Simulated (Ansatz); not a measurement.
`[CH3][GeH3]` + H₂Se → `[GeH3][SeH]` + CH₄ at 400 K and 1 bar (ligand exchange at a Ge–C bond).

Computed with Ansatz on PBE0-D4/def2-TZVP structures; ΔE is electronic, products minus reactants. CCSD(T)/CBS is the MP2 limit (def2-TZVPP, def2-QZVPP) plus CCSD(T) − MP2 in def2-TZVPP, frozen cores. This one scheme is used for every species. For Ge, Se outer-core shells are correlated without core-valence functions, which leaves a few kJ/mol of doubt a bond. Scalar relativity is left out up to krypton.

```tsv
species	CCSD(T)/CBS energy (Eh)	H − E (kJ/mol)	S (J/(mol·K))
`[CH3][GeH3]`	-2117.76728	178.0	291.9
H₂Se	-2401.89790	49.4	229.5
`[GeH3][SeH]`	-4479.23116	104.1	322.4
CH₄	-40.46206	131.3	197.2
```

H − E and S are ideal-gas, rigid-rotor, harmonic terms from PBE0-D4/def2-TZVP. 1 Eh = 2625.50 kJ/mol, R = 8.31446 J/(mol·K).

Question: By hand: ΔE, ΔH, ΔS and ΔG.

Answer: ΔE = (-4479.23116) + (-40.46206) − (-2117.76728) − (-2401.89790) = -0.02804 Eh = -73.6 kJ/mol. Δ(H − E) = 104.1 + 131.3 − 178.0 − 49.4 = 8.0, so ΔH = -65.6 kJ/mol. ΔS = 322.4 + 197.2 − 291.9 − 229.5 = -1.8 J/(mol·K). ΔG = -65.6 − 400 × (-1.8)/1000 = -64.9 kJ/mol.

Question: By hand: the equilibrium constant, and the temperature at which ΔG would vanish if ΔH and ΔS stayed fixed.

Answer: log₁₀ K = −ΔG/(RT ln 10) = 8.5. ΔG = 0 at ΔH/ΔS = 36444 K, far beyond where these terms or the molecules hold.

The number of gas molecules stays the same, so ΔS is small and ΔH decides. A doubt of 5 kJ/mol in ΔE shifts log₁₀ K by 0.7 here. These are equilibria of isolated gas molecules and say nothing of rates. Largest T1 diagnostic: 0.010 (customary marks: 0.02 for closed shells, 0.045 for open ones).
